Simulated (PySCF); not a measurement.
A calculated (wB97X-V, PySCF 2.14, def2-QZVPPD, the non-relativistic Hamiltonian (point nucleus)) atom or ion has these occupied shells.

```tsv
shell	electrons	orbital energy (eV)	rms radius, mean of both spins (bohr)
1s α	1	-13174.0	0.0505
1s β	1	-13173.8	0.0505
2s α	1	-1740.8	0.210
2s β	1	-1740.7	0.210
2p α	3	-1572.4	0.185
2p β	3	-1572.2	0.185
3s α	1	-278.57	0.601
3s β	1	-278.32	0.601
3p α	3	-219.30	0.614
3p β	3	-218.99	0.614
3d α	5	-113.73	0.649
3d β	5	-113.43	0.649
4s α	1	-59.025	1.68
4s β	1	-55.876	1.68
4p α	2	-44.777	1.88
```

Problem. Name the element and its charge.

Solution. Br³⁺ (bromine, charge +3), in [Ar] 3d10 4s2 4p2, high-spin 3P determinant.
